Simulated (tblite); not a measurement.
Task: What does the GFN2-xTB structure of `[H]/[C]=C/N(C=C)N=C` [radical] look like in three dimensions? (Doublet state.)

Result: 
Z-matrix in Å and degrees, rows numbered from 1:
```
C 
C   1  1.3099
N   2  1.4044  1  123.54
C   3  1.3875  2  121.05  1   180.00
C   4  1.3267  3  124.72  2  -179.78
N   3  1.3305  2  121.64  1    -0.01
C   6  1.2598  3  121.98  2     0.04
H   1  1.0682  2  130.45  3  -179.83
H   2  1.0923  1  124.77  3  -180.00
H   4  1.0812  3  113.62  2     0.25
H   5  1.0735  4  120.75  3  -179.94
H   5  1.0746  4  121.47  3     0.00
H   7  1.1464  6  116.84  3     0.03
H   7  1.0742  6  119.34  3  -179.92
```

Of the pairs four or more bonds apart, C1···H13 is among the closest relative to their van der Waals radii: 1.63 Å, 56 % of the sum of Bondi's values. C4 (carbon bonded to C, N and H) is planar (angles 124.7°, 121.7° and 113.6°, sum 360.0°, 0.00 Å off the plane of its three neighbours). The C–N distances run from 1.260 Å (N6=C7, drawn double) to 1.404 Å (C2–N3, drawn single), a spread of 0.144 Å. C2 (carbon bonded to C, N and H) is planar (angles 124.8°, 123.5° and 111.7°, sum 360.0°, 0.00 Å off the plane of its three neighbours).

Computed geometry: GFN2-xTB, gas phase. This method treats the open shell by occupation alone, without spin polarisation.

Point group: Cs (every atom within 0.08 Å of its image). Its GFN2-xTB frequencies are all real (lowest 95 cm⁻¹). Torsions: C1–C2–N3–C4 180°, C2–N3–C4–C5 180°, C2–N3–N6–C7 0°. 3 starts were optimised and ended at 0.00, 4.36 and 9.18 kcal/mol (GFN2-xTB); the lowest of these is shown.

One conformer stands for the species.
